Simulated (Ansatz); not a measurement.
**A ladder of methods for IF (iodine monofluoride)**

IF has 2 atoms, charge 0, and is taken as a singlet. As SMILES, `FI`. The bond length is the measured one.

```xyz
2

F     0.0000    0.0000    0.0000
I     0.0000    0.0000    1.9098
```

Quantity: the energy change with the F1–I2 bond stretched from 1.910 to 2.865 Å, in eV. The values are calculated.

| level | kind | program | value (eV) | less FCI/STO-3G | CPU time (all runs) |
| --- | --- | --- | --- | --- | --- |
| HF/STO-3G (restricted) | Hartree–Fock | Ansatz | 4.77 | +3.75 | 0.63 s |
| SVWN5/STO-3G (restricted) | LDA | Ansatz | 2.78 | +1.76 | 1.4 s |
| revPBE/STO-3G (restricted) | GGA | Ansatz | 2.26 | +1.24 | 2.3 s |
| r2SCAN/STO-3G (restricted) | meta-GGA | Ansatz | 2.67 | +1.65 | 6.2 s |
| B3LYP/STO-3G (restricted) | global hybrid | Ansatz | 2.90 | +1.88 | 2.4 s |
| wB97X/STO-3G (restricted) | range-separated hybrid | Ansatz | 3.49 | +2.47 | 8.8 s |
| B2PLYP/STO-3G (restricted) | double hybrid | Ansatz | 2.68 | +1.66 | 3.2 s |
| CCSD/STO-3G (restricted) | coupled cluster or CI | Ansatz | 1.02 | 0.00 | 0.66 s |
| CCSDTQ/STO-3G (restricted) | coupled cluster or CI | Ansatz | 1.02 | 0.00 | 16 s |
| FCI/STO-3G | exact in the basis | Ansatz | 1.02 | 0.00 | 0.78 s |

FCI/STO-3G is exact within its basis and frozen core, so for wave-function methods in that basis the difference is their error; functionals converge differently with the basis, so for them it is only a difference. Spin-restricted single references rise too steeply as a bond breaks, Hartree–Fock most of all. Perturbation and coupled-cluster corrections on them can overshoot downwards. All-electron rows without a relativistic Hamiltonian named are non-relativistic. The first shape isn't each level's own minimum. The values span 1.02 to 4.77 eV. All rows use very small basis sets, so even the best lies far from the true value. In the correlated wave-function rows the outer d shell of I is correlated, in sets not made for it. Times are those of the runs behind each value, whatever else they computed, on shared processors of several kinds: orders of magnitude only.
